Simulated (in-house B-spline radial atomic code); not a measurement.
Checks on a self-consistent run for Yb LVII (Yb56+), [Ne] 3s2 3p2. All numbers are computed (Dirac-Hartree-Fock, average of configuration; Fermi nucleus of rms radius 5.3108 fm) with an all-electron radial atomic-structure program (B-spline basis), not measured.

| orbital | q | ε (Eh) | <1/r> | <r²> | small-component weight |
| --- | --- | --- | --- | --- | --- |
| 1s1/2 | 2 | -2427.69519 | 80.6456 | 0.000529125 | 0.069029 |
| 2s1/2 | 2 | -540.86334 | 19.7726 | 0.00789004 | 0.015931 |
| 2p1/2 | 2 | -523.67573 | 19.6314 | 0.00568175 | 0.015832 |
| 2p3/2 | 4 | -484.03979 | 16.9037 | 0.00680866 | 0.014546 |
| 3s1/2 | 2 | -216.75645 | 7.91544 | 0.0447998 | 0.0061295 |
| 3p1/2 | 0.66667 | -211.18102 | 7.85364 | 0.0403065 | 0.0060793 |
| 3p3/2 | 1.3333 | -200.84944 | 7.12632 | 0.0448211 | 0.0057556 |

Electron-electron repulsion V_ee = 897.2340 hartree.

Problem. What total energy follows from the eigenvalues?

Solution. The eigenvalues count the repulsion twice, so E = Σqε - V_ee = -9762.727 - 897.234 = -10659.961 hartree; the run printed -10659.961.

Problem. Does the Dirac virial theorem hold?

Solution. For a point nucleus E = -2c²Σq·w, with w the small-component weight. Here Σq·w = 0.28375 and c = 137.0360, so the ratio E/(-2c²Σq·w) is 1.000268; the finite nucleus accounts for the departure from 1.

Problem. What diamagnetic shielding (Lamb formula) and susceptibility (Langevin formula) do the radii give?

Solution. σ = (α²/3)Σq<1/r> = 338.282/(3·137.036²) = 6004.7 ppm, and χ = -0.79199×10⁻⁶·Σq<r²> = -0.1835×10⁻⁶ cm³/mol with Σq<r²> = 0.23167 bohr². Both are non-relativistic formulas without the paramagnetism of open shells; for so heavy an element the full relativistic shielding is larger by tens of per cent.
